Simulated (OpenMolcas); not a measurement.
**Ions of charge +3 along the 4d row with 6 fluoride ligands in octahedral coordination**

```
Program             : OpenMolcas
Method              : SS-CASPT2, IPEA 0.25 Eh, imaginary shift 0.1 Eh
Spin-orbit coupling : state interaction with AMFI integrals over the reference wave functions
```

The d shell is active; CASPT2 correlates the ligand valence shells and the outer metal core. Anionic complexes are neutralised by point charges behind the ligands. Distances were set from a Shannon-type radius of the metal (high-spin where two are listed) plus a fixed donor radius (F 1.31 Å). Ligand basis ANO-RCC-VDZP, DKH2 Hamiltonian. States (labels of O, the rotations of Oh). Energies in cm-1 above the lowest state or level, χT in cm3 K/mol; under a threefold ground state the first gap can be a small split of the lowest multiplet, not the spin-orbit step; 10Dq and B are least-squares fits to the states below 45000 cm-1, weighted by degeneracy, with a free offset, and given where the rms deviation is under 5 % of |10Dq| (or 100 cm-1) and under 700 cm-1. Spin-only χT is S(S+1) / 2 for the spin of the ground state.

```
 Ion  Shell  R (Å)   Metal basis  Outer charge (e at Å behind ligand)  Ground state  First state of that spin   10Dq  B (rms of fit)  First gap with spin-orbit (degeneracies)  χT at 300 K  First state of another spin  Spin-only χT
Nb3+    4d2   2.03  ANO-RCC-VTZP                           0.5 at 2.8           3T1                 3T2 24720                                                        23 (2, 3)        0.460                     1T2 7270         1.000
Mo3+    4d3      2  ANO-RCC-VDZP                           0.5 at 2.4           4A2                 4T2 26190  25753       557 (208)                              11810 (4, 4)        1.770                     2E 11860         1.875
Ru3+    4d5   1.99  ANO-RCC-VDZP                           0.5 at 2.6           2T2                 2A2 18300  22033       609 (341)                               2030 (2, 4)        0.644                    4T1 10090         0.375
Rh3+    4d6   1.98  ANO-RCC-VTZP                           0.5 at 2.4           1A1                 1T1 18620                                                     13830 (1, 2)        0.043              2S+1 = 3: 14450         0.000
Pd3+    4d7   2.07  ANO-RCC-VDZP                           0.5 at 2.6            2E                 2T1 16030                                                      5920 (4, 2)        0.534                     4T1 7220         0.375
Ag3+    4d8   2.06  ANO-RCC-VDZP                           0.5 at 2.6           3A2                 3T2 20900                                                      4870 (3, 2)        1.242                      1E 4940         1.000
```

The rows also differ in their metal basis and outer charges, so part of each step comes from that.

B goes from 557 cm-1 (Mo3+) to 609 cm-1 (Ru3+).

Below the highest spin of the shell: Ru3+, Rh3+, Pd3+. χT departs most from the spin-only value for Nb3+, by -0.540 cm3 K/mol.

Roots that are degenerate in the reference are averaged as groups; the widest CASPT2 spread within a group is 950 cm-1 (the 3-fold group of multiplicity 1 near 18600 cm-1 above the lowest state of its run, Rh3+). Shifts and gaps below about the spread of the groups concerned are not significant. Over all roots computed the reference weight is 0.68 to 0.71 in Nb3+, 0.71 in Mo3+, 0.70 to 0.71 in Ru3+, 0.68 to 0.70 in Rh3+, 0.68 to 0.70 in Pd3+, 0.65 to 0.70 in Ag3+; the roots of lowest weight are the least certain, and an intruder state may touch them. Ligand-to-metal charge-transfer states are missing. With no ligand orbital active B as a rule stays too high, so bands that hang on it stand too high and its fall with covalency is understated. With one d shell and no ligand orbital active, 10Dq can be off by a tenth or more. An orbital triplet at a regular site is open to Jahn-Teller coupling, which can distort the site and quench the lowest spin-orbit gaps and is left out (holds for Nb3+; Ru3+). The least metal-like active orbital is 83 % on the metal (Löwdin) and no ligand orbital is active, so the numbers are rough (holds for Nb3+; Mo3+). This shell can be high or low spin here, a state of another spin lies low, and with metal d orbitals alone active their balance is uncertain, so the ground spin may be wrong, although the usual error favours high spin (holds for Ru3+; Pd3+). The least metal-like active orbital is 82 % on the metal (Löwdin) and no ligand orbital is active, so the numbers are rough (holds for Ru3+; Pd3+). The least metal-like active orbital is 81 % on the metal (Löwdin) and no ligand orbital is active, so the numbers are rough (holds for Rh3+). An orbital doublet at a regular site is open to a Jahn-Teller distortion, which this geometry leaves out (holds for Pd3+). These CASPT2 states fit no ligand-field parameters well, so their order and spin gaps are uncertain (holds for Pd3+). Real 4d8 and 5d8 ions are as a rule square planar and diamagnetic (holds for Ag3+). The least metal-like active orbital is 75 % on the metal (Löwdin) and no ligand orbital is active, so the numbers are rough (holds for Ag3+). No measured value stands beside these numbers; the geometry is a model, was not optimised and need not be the one that this ion takes.

A state without a sure symmetry label is named by its multiplicity alone.
